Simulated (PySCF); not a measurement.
H7HfN3O, SMILES [NH2][Hf]([NH2])([NH2])[OH], multiplicity 1. Coordinates come from a PBE-D3(BJ)/def2-SVP optimisation. The multiplicity is an assumed one; no other spin state was optimised. The structure was generated by enumeration; whether it is a known compound was not checked. The def2 effective core potentials stand for the cores of Hf; spin–orbit coupling is left out. Other conformers were not sampled.

Computed equilibrium geometry at PBE-D3(BJ)/def2-SVP (PySCF confirms it by a frequency run) as Cartesian coordinates in Å, and its point group (one conformer of several):
point group C3.
```xyz
12

Hf     0.0000     0.0000    -0.0347
O      0.0000     0.0000    -1.9853
H      0.0000     0.0000    -2.9488
N     -1.8803     0.2799     0.7494
H     -2.3071    -0.2633     1.5074
H     -2.6049     0.8929     0.3568
N      1.1826     1.4884     0.7494
H      2.0757     1.8095     0.3568
H      0.9255     2.1296     1.5074
N      0.6977    -1.7684     0.7494
H      0.5292    -2.7024     0.3568
H      1.3815    -1.8663     1.5074
```
